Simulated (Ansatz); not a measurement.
Stepwise reaction of `[SiH3]O[SiH](Br)O[SiH3]` with water, as a gas-phase model of exchange steps in deposition or etching. ΔE in kJ/mol.

Calculated with Ansatz (gas phase, PBE0-D4/def2-TZVP geometries, no zero-point term in ΔE). CCSD(T)/CBS adds triple-zeta CCSD(T) − MP2 to the extrapolated MP2 energy (def2 sets, frozen cores). This one scheme is used for every species. Functionals use def2-TZVPP. B3LYP here is the variant with VWN-RPA as its local correlation; programs differ in this. For Br outer-core shells are correlated without core-valence functions, which leaves a few kJ/mol of doubt a bond. Scalar relativity is left out up to krypton. One conformer a species, not always the lowest.

| step | reaction | PBE-D4 | B3LYP-D4 | ωB97M-V | CCSD(T)/CBS |
| --- | --- | --- | --- | --- | --- |
| 1 | `[SiH3]O[SiH](Br)O[SiH3]` + H₂O → `O[SiH](Br)O[SiH3]` + `O[SiH3]` | 16.4 | 22.9 | 18.2 | 24.0 |
| 2 | `O[SiH](Br)O[SiH3]` + H₂O → `O[SiH](O)Br` + `O[SiH3]` | 15.0 | 21.1 | 17.7 | 23.3 |

Problem. By hand: ΔE of the 2 steps together at CCSD(T)/CBS.

Solution. (24.0) + (23.3) = 47.3 kJ/mol, or 23.6 kJ/mol a step.

In ΔE the steps differ by no more than 0.7 kJ/mol. All are uphill at CCSD(T)/CBS. PBE-D4 differs from CCSD(T)/CBS by -8.3 to -7.6 kJ/mol a step. Isolated molecules leave out the surface, adducts and barriers. Largest T1 diagnostic: 0.011.
